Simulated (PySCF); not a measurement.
A structure optimised at B3LYP-D3(BJ)/def2-TZVP, used in a PySCF frequency run:

```
C
C 1 1.3046
H 2 1.0851 1 122.57
H 2 1.0936 3 116.06 1 180.00
C 1 1.4640 2 140.55 3 180.00
H 5 1.0927 1 111.28 2 120.09
H 5 1.0927 6 107.46 1 -122.06
H 5 1.0996 6 107.90 7 -116.12
```
Charge 0, spin multiplicity 2.

Problem. Write its SMILES, formula and point group.

Solution. C=[C]C, C3H5, Cs

Problem. What are its rotational constants (standard atomic weights)?

Solution. 75.766, 8.6880, 8.1895 GHz
